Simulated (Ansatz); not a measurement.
Consider the cleavage of the Si–B bond: `C[SiH2]BS` + `C[SeH]` → `C[SiH2][Se]C` + `BS`.

Program: Ansatz. Geometries: PBE0-D4/def2-TZVP. ΔE: electronic, gas phase. CCSD(T)/CBS adds triple-zeta CCSD(T) − MP2 to the extrapolated MP2 energy (def2 sets, frozen cores). This one scheme is used for every species. For Se outer-core shells are correlated without core-valence functions, which leaves a few kJ/mol of doubt a bond. Scalar relativity is left out up to krypton. One conformer a species, not always the lowest.

```json
{"level": "CCSD(T)/def2-SVP", "ΔE (kJ/mol)": "-65.4"}
{"level": "HF/def2-QZVPP", "ΔE (kJ/mol)": "-81.8"}
```

Problem. What does CCSD(T)/CBS give? (An estimate is asked.)

Solution. Ansatz gave: -78.2 kJ/mol. The listed levels differ from it by 12.8, -3.6 kJ/mol.

Problem. What do rigid-rotor, harmonic-oscillator terms from PBE0-D4/def2-TZVP frequencies (298.15 K, 1 bar) make of the CCSD(T)/CBS value? (An estimate is asked.)

Solution. The calculation gave: ΔZPE = +2.9 kJ/mol, ΔH = -75.1 kJ/mol, ΔS = -5 J/(mol·K), ΔG = -73.6 kJ/mol. Modes under 50 cm⁻¹ make the entropy rough.

Largest T1 diagnostic among the species: 0.015.

The D4 term adds −3.8 kJ/mol with B3LYP and −2.1 kJ/mol with PBE0; it sums over pairs of atoms, weighted by their polarisabilities, and B3LYP, whose exchange is more repulsive, gets the larger term. At CCSD(T), def2-SVP lies +12.8 kJ/mol from the extrapolated value and def2-TZVPP +4.4 kJ/mol.

B3LYP here is the variant with VWN-RPA as its local correlation; programs differ in this.
